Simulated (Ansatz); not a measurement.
A structure relaxed at PBE-D4/def2-SVP in Ansatz, charge 0, singlet:

```xyz
83

C     9.580   16.848   -3.615
N    10.207   15.548   -3.485
C    11.645   15.423   -3.617
C     9.437   14.431   -3.237
C    10.024   13.138   -3.106
C     9.242   12.014   -2.857
C     7.832   12.104   -2.719
C     7.041   10.955   -2.464
C     6.355    9.953   -2.241
C     5.572    8.799   -1.986
C     4.169    8.899   -1.762
C     3.402    7.765   -1.510
C     3.999    6.474   -1.470
C     3.220    5.317   -1.213
C     2.547    4.306   -0.988
C     1.783    3.140   -0.730
C     0.404    3.228   -0.390
C    -0.343    2.081   -0.133
C     0.252    0.791   -0.206
C    -0.506   -0.379    0.056
C    -1.158   -1.401    0.285
C    -1.899   -2.581    0.549
C    -1.312   -3.864    0.367
C    -2.036   -5.024    0.627
C    -3.380   -4.956    1.087
C    -4.114   -6.140    1.357
C    -4.746   -7.173    1.593
C    -5.466   -8.364    1.866
C    -6.741   -8.319    2.497
C    -7.443   -9.489    2.770
C    -6.906  -10.759    2.419
C    -7.621  -11.952    2.697
C    -8.239  -12.993    2.939
C    -8.948  -14.189    3.218
C   -10.153  -14.162    3.973
C   -10.848  -15.336    4.249
C   -10.365  -16.588    3.780
C   -11.071  -17.784    4.061
C   -11.686  -18.828    4.306
C   -12.367  -19.983    4.577
N   -12.955  -20.981    4.811
C    -9.161  -16.619    3.024
C    -8.468  -15.444    2.751
C    -5.634  -10.805    1.785
C    -4.929   -9.635    1.517
C    -3.967   -3.674    1.270
C    -3.244   -2.514    1.005
C     1.630    0.703   -0.549
C     2.377    1.849   -0.803
C     5.400    6.373   -1.695
C     6.167    7.506   -1.945
C     7.247   13.392   -2.848
C     8.020   14.522   -3.100
H    10.355   17.611   -3.809
H     8.852   16.881   -4.457
H     9.035   17.145   -2.690
H    11.933   14.753   -4.458
H    12.083   16.418   -3.814
H    12.118   15.021   -2.693
H    11.110   13.011   -3.202
H     9.724   11.030   -2.761
H     3.695    9.891   -1.791
H     2.320    7.858   -1.338
H    -0.067    4.219   -0.330
H    -1.408    2.163    0.131
H    -0.273   -3.928    0.015
H    -1.572   -6.010    0.482
H    -7.165   -7.343    2.772
H    -8.426   -9.443    3.260
H   -10.532  -13.197    4.339
H   -11.778  -15.305    4.835
H    -8.783  -17.584    2.658
H    -7.537  -15.475    2.166
H    -5.210  -11.781    1.509
H    -3.945   -9.681    1.028
H    -5.006   -3.610    1.624
H    -3.709   -1.528    1.149
H     2.101   -0.289   -0.610
H     3.442    1.768   -1.065
H     5.874    5.380   -1.667
H     7.250    7.414   -2.116
H     6.157   13.494   -2.747
H     7.516   15.492   -3.191
```

Give its formula, name or SMILES.

`CN(C)c1ccc(C#Cc2ccc(C#Cc3ccc(C#Cc4ccc(C#Cc5ccc(C#Cc6ccc(C#CC#N)cc6)cc5)cc4)cc3)cc2)cc1`.

Summarise the bond lengths by kind (pairs closer than 1.2 times the sum of covalent radii, bridged metal pairs left out).

54 × C–C 1.23 to 1.43 Å; 4 × C–N 1.18 to 1.45 Å; 30 × C–H 1.10 to 1.11 Å.

Single mean-field runs in def2-SVP are fitted with def2-universal-jkfit. The restricted singlet is unstable towards broken spin symmetry in Hartree–Fock (as tested in another run); at PBE-D4/def2-SVP this wasn't settled.
